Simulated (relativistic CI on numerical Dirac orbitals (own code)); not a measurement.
Method of calculation: Dirac-Coulomb-Breit CI, orbitals from a KLI potential per configuration, model QED (radiative potential, 1s self-energy scaled to tabulated hydrogen-like ionisation energies), unscaled Slater integrals (own radial code, finite nucleus).

The strongest absorption lines from the ground level of an ion, among the configurations computed and to levels below about 352 eV (vacuum wavelength in nm, gf): 7.4478 (0.3), 7.5664 (0.15), 7.6864 (0.16), 7.8544 (0.31), 7.9373 (1), 7.9719 (0.95), 8.3972 (0.22), 10.060 (0.15).

Which ion is it?
A. Y²⁴⁺
B. Rh³⁰⁺
C. Tc²⁸⁺
D. Ag³²⁺

C. Tc²⁸⁺ has 15 electrons and the ground level 3s²3p³ ⁴S°3/2; the strongest line goes to 3s²3p²3d ⁴P5/2. The pattern of lines fixes the number of electrons, and along that sequence the line energies rise steadily with the charge (about as its square where n changes within one kind of shell, about linearly where n is kept but much faster in heavy ions where fine structure, which grows about as Z⁴, sets the gap, and irregularly where shells cross), which fixes Z. Configurations outside the model, such as inner-shell arrays, can give stronger lines. At this charge energies of transitions that change n are usually good to better than 1 %, and those within a shell (Δn = 0) to a few per cent.

LS names give the leading component of a level, which can be under half, so a name can repeat, a term be missing and a line seem to break the LS rules.
